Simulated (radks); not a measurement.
Isoelectronic series with 8 electrons, all held in the configuration [He] 2s2 2p4, which need not be the ground one along the series. All-electron calculation, scalar-relativistic Kohn-Sham, BLYP, spin-polarised, spherical densities, finite nucleus; open shells are filled with parallel spins first (spin-orbit coupling, left out, can overturn this in heavy ions); Fermi nuclear charge, rms radius of each element as measured or else 0.836 A^(1/3) + 0.57 fm. Program: a radial shooting solver on a logarithmic mesh with Libxc functionals. Total energies (hartree) and mean radii <r> (bohr) (* marks an orbital that is empty in some or all of the ions):

ion	E (hartree)	3s down*	3s up*	2p down	2p up	2s down
Mo34+	-2919.81870	0.3567	0.3554	0.1282	0.1278	0.1483
Ru36+	-3222.96423	0.3378	0.3365	0.1216	0.1213	0.1407
Pd38+	-3542.23221	0.3206	0.3195	0.1157	0.1154	0.1337
Cd40+	-3877.84979	0.3049	0.3039	0.1102	0.1100	0.1273
Sn42+	-4230.06484	0.2906	0.2897	0.1053	0.1050	0.1215
Te44+	-4599.13457	0.2775	0.2766	0.1007	0.1005	0.1161
Xe46+	-4985.34612	0.2654	0.2646	0.09651	0.09630	0.1111
Ba48+	-5388.9955	0.2542	0.2534	0.09262	0.09242	0.1065
Ce50+	-5810.4059	0.2438	0.2430	0.08901	0.08882	0.1021
Nd52+	-6249.9202	0.2341	0.2334	0.08564	0.08547	0.09809
Sm54+	-6707.8738	0.2250	0.2244	0.08250	0.08234	0.09430
Gd56+	-7184.7037	0.2165	0.2159	0.07957	0.07942	0.09074
